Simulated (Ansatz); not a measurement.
Mulliken charges of BFH4O2Si, SMILES `OB[SiH](O)F` from B3LYP/def2-TZVPP in Ansatz (PBE0-D4/def2-TZVP geometry).

| atom | x (Å) | y (Å) | z (Å) | charge (e) |
| --- | --- | --- | --- | --- |
| O1 | -0.444 | 0.292 | 2.063 | -0.232 |
| B2 | -0.211 | 0.775 | 0.824 | 0.087 |
| Si3 | -0.116 | -0.545 | -0.709 | 0.603 |
| O4 | 1.353 | -0.339 | -1.410 | -0.389 |
| F5 | -1.277 | -0.196 | -1.765 | -0.330 |
| H6 | -0.474 | 0.970 | 2.745 | 0.208 |
| H7 | -0.067 | 1.960 | 0.663 | -0.006 |
| H8 | -0.325 | -1.981 | -0.375 | -0.126 |
| H9 | 1.648 | -0.984 | -2.055 | 0.184 |

Q: By hand: the dipole of these point charges (1 e Å = 4.8032 D).

A: Σ q r = (0.156, 0.126, 0.533) e Å, of length 0.569 e Å = 2.73 D.

Q: How does the dipole of the full density compare? (An estimate is asked.)

A: Computed: (0.166, 0.045, 0.329) e Å, 1.78 D; the point charges give 1.53 times that, at 12° from its direction.

Point charges leave out the atoms' own dipoles, such as those of lone pairs, and Mulliken's split depends on the basis, so the two needn't agree.

B3LYP here is the variant with VWN-RPA as its local correlation; programs differ in this.
